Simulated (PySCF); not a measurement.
C₈H₆N₂O. Atoms are numbered in the order given.

```xyz
17

C     -0.5892    -3.1955     0.0000
C      0.7642    -3.0011     0.0000
O      1.0482    -1.6761     0.0000
C     -0.1335    -0.9926     0.0000
C     -0.0638     0.4582     0.0000
C      1.1594     1.1547     0.0000
N      1.2233     2.4844     0.0000
C      0.0633     3.1435     0.0000
N     -1.1553     2.5957     0.0000
C     -1.2146     1.2678     0.0000
C     -1.1759    -1.8907     0.0000
H     -1.1075    -4.1515     0.0000
H      1.6171    -3.6741     0.0000
H      2.1049     0.6032     0.0000
H      0.1139     4.2385     0.0000
H     -2.2138     0.8167     0.0000
H     -2.2360    -1.6499     0.0000
```
Charge 0, spin multiplicity 1.

Geometry: B3LYP-D3(BJ)/def2-SVP. The values are those of a single conformer.

All values below come from B3LYP-D3(BJ)/def2-SVP run with PySCF.

Frequencies are harmonic and unscaled.

```
mode  ν (cm⁻¹)  IR (km/mol)  moving atoms (share of kinetic energy)
----  --------  -----------  --------------------------------------
1           45          0.2          C 47 %, O 20 %, N 18 %, H 15 %
2          111          0.0                          C 77 %, H 15 %
3          151          0.1          C 61 %, N 16 %, H 13 %, O 10 %
4          250          0.6                  C 65 %, H 22 %, O 11 %
5          363          0.1                  C 62 %, N 20 %, O 12 %
6          415          0.0                  N 52 %, C 30 %, H 18 %
7          442          2.7           C 61 %, O 18 %, H 12 %, N 9 %
8          489          5.6           C 65 %, H 14 %, N 13 %, O 8 %
9          611          7.7                  C 58 %, H 30 %, O 12 %
10         643         12.2                          N 54 %, C 42 %
11         708          0.0                  C 66 %, H 17 %, O 15 %
12         744          3.8                  H 51 %, C 25 %, N 24 %
13         757         62.3                          H 73 %, C 22 %
14         758          0.1                          C 61 %, N 34 %
15         838         12.2                          H 71 %, C 29 %
16         906          0.5                          H 71 %, C 29 %
17         908          4.8                  C 74 %, O 16 %, H 10 %
18         931         18.2          C 41 %, O 32 %, H 16 %, N 11 %
19         937          2.0                          C 48 %, H 46 %
20         983          0.0                          H 70 %, C 30 %
21        1004          0.7                          H 62 %, C 37 %
22        1026         26.4                  H 66 %, C 18 %, O 10 %
23        1046         12.1                  C 37 %, N 33 %, H 27 %
24        1079          0.4                          C 58 %, H 39 %
25        1126         12.4                  C 57 %, H 22 %, O 18 %
26        1167          3.0                          C 63 %, H 28 %
27        1195          6.1                  H 49 %, C 30 %, O 19 %
28        1219         13.1                   H 44 %, C 41 %, O 8 %
29        1253          6.8                   H 45 %, C 42 %, O 9 %
30        1274          1.8                   C 62 %, N 29 %, H 8 %
31        1332          4.2                          C 65 %, H 29 %
32        1368          4.2                          H 75 %, C 24 %
33        1418          2.9                          C 55 %, H 37 %
34        1451         39.3                  C 37 %, H 34 %, N 29 %
35        1481         30.7                  C 49 %, H 30 %, N 20 %
36        1537         47.2                          C 81 %, H 13 %
37        1599         51.4                  C 75 %, N 14 %, H 10 %
38        1630         17.6                          C 77 %, N 16 %
39        1655          1.0                           C 84 %, H 8 %
40        3149         16.8                           H 92 %, C 8 %
41        3165         18.6                           H 92 %, C 8 %
42        3176          2.9                           H 91 %, C 9 %
43        3252          3.0                           H 92 %, C 8 %
44        3263          0.2                           H 91 %, C 9 %
45        3284          0.3                          H 90 %, C 10 %
```
